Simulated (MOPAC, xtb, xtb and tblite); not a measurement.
Relaxed torsion scan: C5H5NSSi, SMILES [SiH3]c1sc(cc1)C#N. Scanned: dihedral S8–C6–Si7–H11; all other coordinates were relaxed at GFN2-xTB. Heavy atoms are numbered in the order of the SMILES N#Cc1ccc([SiH3])s1, hydrogens after them in the order of the atoms that carry them; the mirror image has the same energies with the sign of each dihedral reversed.

Methods: GFN1-xTB // GFN2-xTB (xtb); PM3, restricted, heats of formation // GFN2-xTB (MOPAC); GFN2-xTB (xtb and tblite).

Energies in kJ/mol, each method relative to its own lowest point.

```csv
φ / °,GFN1-xTB,PM3,GFN2-xTB
0,___,0.00,0.96
10,1.24,0.04,0.90
20,0.99,0.16,0.73
30,___,0.33,0.49
40,0.32,0.46,0.25
50,0.08,0.57,0.07
60,0.00,0.61,0.00
70,0.08,0.57,0.07
80,0.32,0.45,0.25
90,___,0.32,0.49
100,0.99,0.16,0.73
110,1.24,___,___
```

Problem. Some entries are withheld; supply them.

Solution. 
- 0, GFN1-xTB: 1.33
- 30, GFN1-xTB: 0.65
- 90, GFN1-xTB: 0.66
- 110, PM3: 0.04
- 110, GFN2-xTB: 0.89
